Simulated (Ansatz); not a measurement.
`[SH][AlH][SH]` and `[CH3][Al]([SH])[SH]` differ in one atom or group.

Ansatz, PBE0-D4/def2-TZVP geometries, multiplicity 1. Each molecule was computed in one conformer, which needn't be the lowest.

```
                                        property  `[SH][AlH][SH]`
               LUMO energy (PBE/def2-TZVPP) / eV            -1.78
             HOMO–LUMO gap (PBE/def2-TZVPP) / eV             4.67
            HOMO–LUMO gap (PBE0/def2-TZVPP) / eV             6.59
size of the dipole moment (B3LYP/def2-TZVPP) / D             1.70
              LUMO energy (PBE0/def2-TZVPP) / eV            -1.05
           HOMO energy (ωB97M-V/def2-TZVPP) / eV            -9.78
```

(1) Give the same properties after the change, and the shifts. (An estimate is asked.)

Answers

(1) Computed: 
```
                                        property  `[CH3][Al]([SH])[SH]`  shift
               LUMO energy (PBE/def2-TZVPP) / eV                  -1.29   0.49
             HOMO–LUMO gap (PBE/def2-TZVPP) / eV                   4.97   0.30
            HOMO–LUMO gap (PBE0/def2-TZVPP) / eV                   6.92   0.33
size of the dipole moment (B3LYP/def2-TZVPP) / D                   2.60   0.90
              LUMO energy (PBE0/def2-TZVPP) / eV                  -0.54   0.51
           HOMO energy (ωB97M-V/def2-TZVPP) / eV                  -9.61   0.17
```

With PBE0 the HOMO rises by 0.18 eV and the LUMO rises by 0.51 eV, so the gap widens by about 0.33 eV. PBE moves the HOMO by 0.19 eV and ωB97M-V by 0.17 eV. Dipoles are sizes alone; their direction can turn.

B3LYP here is the variant with VWN-RPA as its local correlation; programs differ in this.
